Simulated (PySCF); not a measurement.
Compound: C₂H₈Ge₂N₂.
Geometry (PBE0-D3(BJ)/def2-SVP, Å), atoms numbered from 1 in this order:
```
atom  x, y, z in Å
N1    -1.1536    0.5150    2.3792
C2    -1.5441    0.0284    1.4018
C3    -1.9453   -0.5480    0.1394
Ge4   -0.6015   -0.0579   -1.2504
N5     1.0794   -0.4294   -0.6708
Ge6    2.1146    0.5665    0.4851
H7    -2.9407   -0.1795   -0.1536
H8    -1.9938   -1.6444    0.2238
H9    -0.9057   -0.8932   -2.5076
H10   -0.7355    1.4536   -1.4932
H11    1.4333   -1.3515   -0.9049
H12    2.1622   -0.0562    1.8925
H13    1.4818    1.9648    0.5221
H14    3.5477    0.6313   -0.0856
```

Computed with TDDFT wB97X-D/def2-SVPD, vertical, gas phase, core orbitals frozen in the response (PySCF 2.14.0, density-fitted response routines). Relativistic effects, spin–orbit coupling among them, are left out although an element past zinc is present.

Ground-to-excited transition dipoles (e·a0, same axes as the geometry; the sign carries no meaning), for the states with f of 0.002 or more among the lowest 7:

```tsv
state	E (eV)	μx	μy	μz
S1	6.036	-0.087	-0.128	0.185
S2	6.892	-0.046	-0.057	0.538
S3	7.090	-0.302	-0.086	0.169
S4	7.264	0.198	-0.089	-0.086
S5	7.382	-0.487	-0.100	0.103
S6	7.555	0.110	-0.117	0.043
S7	7.793	0.025	-0.038	-0.115
```

Task: What oscillator strength does each state have?

Result: f = (2/3) ΔE |μ|² with ΔE in hartree (27.2114 eV).

| state | \|μ\|² (au) | \|μ\| (D) | f |
| --- | --- | --- | --- |
| S1 | 0.058 | 0.61 | 0.009 |
| S2 | 0.294 | 1.38 | 0.050 |
| S3 | 0.127 | 0.91 | 0.022 |
| S4 | 0.055 | 0.59 | 0.010 |
| S5 | 0.258 | 1.29 | 0.047 |
| S6 | 0.028 | 0.42 | 0.005 |
| S7 | 0.015 | 0.32 | 0.003 |

Task: What angle do the transition dipoles of S3 and S5 make?

Result: |cos θ| = |μa·μb| / (|μa| |μb|) = 0.96, so θ ≈ 17° (taken between 0 and 90°, since the signs are arbitrary).

Task: What peak molar absorption coefficient would the strongest computed level give as a lone Gaussian band 0.5 eV wide at half height?

Result: ε(max) = 2.175×10⁸ f / FWHM, with the width in cm⁻¹. S2: 2.175×10⁸ × 0.0497 / 4033 ≈ 2700 L mol⁻¹ cm⁻¹.

All these states lie below the vertical ionisation energy of 9.16 eV (ΔSCF).

Time: 97 s. Hardware: Arm Neoverse V2, one thread, shared host.

One conformer stands for the species.
